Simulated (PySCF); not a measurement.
## Vibration and rotation of KS⁺

UHF-CCSD(T) constants of KS⁺, ³Σ⁻ (triplet), unpaired electrons π ↑↑ (K aug-pcseg-1, S aug-pcseg-1; no relativity (PySCF 2.14); masses 38.9637 and 31.9721 u):

- ωe: 109.1 cm⁻¹
- ωexe: 1.2 cm⁻¹
- Be: 0.081847 cm⁻¹
- αe: 0.00111 cm⁻¹
- D (centrifugal): 1.84e-07 cm⁻¹
- De to K⁺ + S: 0.358 eV

Q: Give the vibrational terms G(v) and spacings up to v = 6.

A: G(v) = ωe(v+½) − ωexe(v+½)².

```tsv
v	G(v) (cm⁻¹)	G(v) − G(v−1)	Bv (cm⁻¹)
0	54.2		0.08129
1	160.9	106.7	0.08018
2	265.2	104.3	0.07907
3	367.1	101.9	0.07796
4	466.6	99.5	0.07685
5	563.8	97.1	0.07574
6	658.4	94.7	0.07463
```

Q: How well does the Morse estimate ωe²/(4ωexe) reproduce De, and what is D0?

A: It gives 0.307 eV, 86 % of the computed De. D0 = De − G(0) = 0.358 − 0.007 = 0.351 eV.

Correlated steps freeze 10 core orbitals. The bond is weak. Basis-set superposition, not corrected here, can be much of De in a small basis, most of all at correlated wavefunction levels. For an ion De counts to the pair picked by the measured ionisation energies or electron affinities, which need not be the lowest pair at this level. The state was picked by a PBE0 search and need not be the measured ground state.
